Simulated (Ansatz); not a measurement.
Isolated molecules relaxed with PBE0-D4/def2-TZVP in Ansatz; ΔE leaves out vibrations. CCSD(T)/CBS is the MP2 limit (def2-TZVPP, def2-QZVPP) plus CCSD(T) − MP2 in def2-TZVPP, frozen cores. This one scheme is used for every species. Functionals use def2-TZVPP. B3LYP here is the variant with VWN-RPA as its local correlation; programs differ in this. Each species was taken in one conformer, which may not be the lowest.

`OC(F)O[SiH3]` + H₂O → `OC(O)O[SiH3]` + H–F  (formal hydrolysis of a C–F bond)

`OC(F)O[SiH3]`:

```xyz
10

O     0.211    1.917   -1.256
C    -0.104    1.106   -0.220
F    -1.474    0.892   -0.173
O     0.506   -0.113   -0.347
Si    0.185   -1.422    0.631
H     0.163    1.396   -2.067
H     0.159    1.619    0.710
H     0.103   -0.971    2.044
H    -1.079   -2.090    0.244
H     1.331   -2.335    0.433
```

H₂O:

```xyz
3

O    -0.089    0.210    0.315
H     0.689    0.293   -0.240
H    -0.599   -0.503   -0.076
```

`OC(O)O[SiH3]`:

```xyz
11

O     0.257    1.225    1.042
C    -0.561    0.880   -0.011
O    -0.563    1.910   -0.936
O    -0.141   -0.283   -0.665
Si    0.439   -1.600    0.161
H     1.039    1.647    0.666
H    -1.557    0.712    0.418
H    -0.721    1.519   -1.801
H    -0.454   -1.937    1.299
H     1.817   -1.377    0.663
H     0.445   -2.697   -0.836
```

H–F:

```xyz
2

F     0.093   -0.155    0.423
H    -0.093    0.155   -0.423
```

| level | ΔE (kcal/mol) |
| --- | --- |
| B3LYP-D4 | 2.5 |
| ωB97M-V | 2.3 |
| r2SCAN | 3.0 |
| CCSD/def2-TZVPP | 1.4 |

What does CCSD(T)/CBS give? (An estimate is asked.)

Ansatz gave: +1.1 kcal/mol. The listed levels differ from it by 1.4, 1.2, 1.9, 0.3 kcal/mol.

Largest T1 diagnostic among the species: 0.012.

In def2-TZVPP, CCSD(T) changes the Hartree–Fock value by −2.5 kcal/mol (the triples alone add −0.3 kcal/mol) and MP2 by −3.2 kcal/mol. The D4 term adds −0.9 kcal/mol with B3LYP and −0.5 kcal/mol with PBE0; it sums over pairs of atoms, weighted by their polarisabilities, and B3LYP, whose exchange is more repulsive, gets the larger term.

CCSD(T)/CBS has its own doubt, a few kJ/mol and more with outer-core shells, so smaller differences from it don't rank the levels.
